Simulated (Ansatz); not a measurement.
Reactions of C2H8SSi2 (`C=C[SiH2][SiH2]S`).

Program: Ansatz. Geometries: PBE0-D4/def2-TZVP. ΔE: electronic, gas phase. CCSD(T)/CBS adds triple-zeta CCSD(T) − MP2 to the extrapolated MP2 energy (def2 sets, frozen cores). This one scheme is used for every species. Functionals use def2-TZVPP. B3LYP here is the variant with VWN-RPA as its local correlation; programs differ in this. Each species was taken in one conformer, which may not be the lowest.

| reaction | B3LYP-D4 (kJ/mol) | HF/CBS(def2) (kJ/mol) | B2PLYP (kJ/mol) | PBE0-D4 (kJ/mol) | CCSD(T)/CBS(def2) (kJ/mol) |
| --- | --- | --- | --- | --- | --- |
| `C=C[SiH2][SiH2]S` + H₂ → `C=C[SiH2][SiH3]` + H₂S | 37 | 9 | 31 | 41 | 39 |
| `C=C[SiH2][SiH2]S` + H–F → `C=C[SiH2][SiH2]F` + H₂S | -64 | -94 | -71 | -49 | -58 |
| `C=C[SiH2][SiH2]S` → `SC1[SiH2]C[SiH2]1` | 24 | 34 | 18 | 4 | 11 |
| `C=C[SiH2][SiH2]S` + `CCl` → `S[SiH2][SiH2]CCl` + `C=C` | 16 | 12 | 14 | 17 | 15 |
| `C=C[SiH2][SiH2]S` → `C=C[SiH3]` + `[SiH]S` | 159 | 141 | 152 | 182 | 167 |
| `C=C[SiH2][SiH2]S` + H–F → `F[SiH2][SiH2]S` + `C=C` | -120 | -151 | -126 | -106 | -114 |
| `C=C[SiH2][SiH2]S` + `BN` → `BN[SiH2]C=C` + `[SiH3]S` | -35 | -67 | -45 | -23 | -40 |
| `C=C[SiH2][SiH2]S` + CH₃SH → `CS[SiH2][SiH2]S` + `C=C` | -60 | -47 | -56 | -62 | -60 |
| `C=C[SiH2][SiH2]S` + H₂ → `C=C[SiH3]` + `[SiH3]S` | -12 | -56 | -25 | -4 | -13 |
| `C=C[SiH2][SiH2]S` → `S[SiH]1C[SiH2]C1` | -98 | -90 | -106 | -122 | -113 |

Largest T1 diagnostic: 0.016, for `[SiH]S`.
